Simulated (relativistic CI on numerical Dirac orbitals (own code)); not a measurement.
**Radial parameters of Dy²⁵⁺**

These numbers are calculated, not measured: Dirac-Coulomb-Breit CI, orbitals from a KLI potential per configuration, model QED (radiative potential, 1s self-energy scaled to tabulated hydrogen-like ionisation energies), unscaled Slater integrals (own radial code, finite nucleus).

Slater integrals F^k, G^k are unscaled and averaged over j, outside the closed core [Ar] 3d10; ζ comes from projecting the Hamiltonian with its Breit term on Σ l·s of the shell.

- 4s2.4p6.4d5: F^2(4d,4d) = 192980, F^4(4d,4d) = 131140, ζ(4d) = 29231 cm⁻¹; <r>(4d) = 0.5229, <r^2>(4d) = 0.3124 (bohr units).
- 4s2.4p5.4d6: ζ(4p) = 243400, F^2(4d,4d) = 192950, F^4(4d,4d) = 131110, F^2(4p,4d) = 195920, G^1(4p,4d) = 245340, G^3(4p,4d) = 156420, ζ(4d) = 29114 cm⁻¹; <r>(4p) = 0.5119, <r^2>(4p) = 0.2962, <r>(4d) = 0.523, <r^2>(4d) = 0.3125 (bohr units).
- 4s2.4p6.4d4.4f: F^2(4d,4d) = 192890, F^4(4d,4d) = 131080, ζ(4d) = 29221, F^2(4d,4f) = 192070, F^4(4d,4f) = 125610, G^1(4d,4f) = 206740, G^3(4d,4f) = 140020, G^5(4d,4f) = 102150, ζ(4f) = 4141.8 cm⁻¹; <r>(4d) = 0.5232, <r^2>(4d) = 0.3128, <r>(4f) = 0.5087, <r^2>(4f) = 0.2953 (bohr units).

Problem. Give the Racah parameters of the d shell in 4s2.4p6.4d5.

Solution. B = F²/49 − 5F⁴/441 = 2452 cm⁻¹ and C = 35F⁴/441 = 10408 cm⁻¹.

Averages of the first 9 configurations, taken without configuration mixing, which lowers the lowest level and can move excited configurations by several eV; other configurations of the list can lie among them:

| Configuration | Parity | States | Average energy above the lowest level (eV) |
| --- | --- | --- | --- |
| 4s2.4p6.4d5 | even | 252 | 22.5 |
| 4s2.4p5.4d6 | odd | 1260 | 180.2 |
| 4s2.4p6.4d4.4f | odd | 2940 | 185.6 |
| 4s.4p6.4d5.4f | odd | 7056 | 459.0 |
| 4p6.4d7 | even | 120 | 576.6 |
| 4p5.4d8 | odd | 270 | 731.5 |
| 4s2.4p6.4d3.5s2 | even | 120 | 577.3 |
| 4s2.4p6.4d2.4f.5s2 | odd | 630 | 740.9 |
| 4s.4p6.4d3.4f.5s2 | odd | 3360 | 1015.1 |
